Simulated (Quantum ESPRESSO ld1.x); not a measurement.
Results of a calculation; reference values are marked as such.
Task: These are the eigenvalues of the occupied orbitals of an atom or ion with whole-number occupations (eV). Code: ld1.x of Quantum ESPRESSO 7.5. Model: Dirac Kohn-Sham, PBEsol, spin-unpolarised, spherical densities, point nucleus.

orbital  eigenvalue
1s1/2      -18794.1
2s1/2      -2633.73
2p1/2      -2417.95
2p3/2      -2322.27
3s1/2      -444.326
3p1/2      -363.102
3p3/2      -347.597
3d3/2      -204.039
3d5/2      -201.152
4s1/2      -64.5906
4p1/2      -42.2275
4p3/2      -40.1298
4d3/2       -9.3275

Which element is it, and in what charge state? The configuration may be excited. Open shells, if any, fill j = l - 1/2 first.

Result: Z = 41, niobium, charge +1: Nb+ in [Kr] 4d4. The list shows which subshells hold electrons but not how many an open one holds; the 1s level, -690.67 hartree, gives Z - s = 37.2 by -(Z - s)^2/2, which with screening and relativity narrows Z to a few neighbours, and the depths of the outer levels then fix element, charge and occupations together.
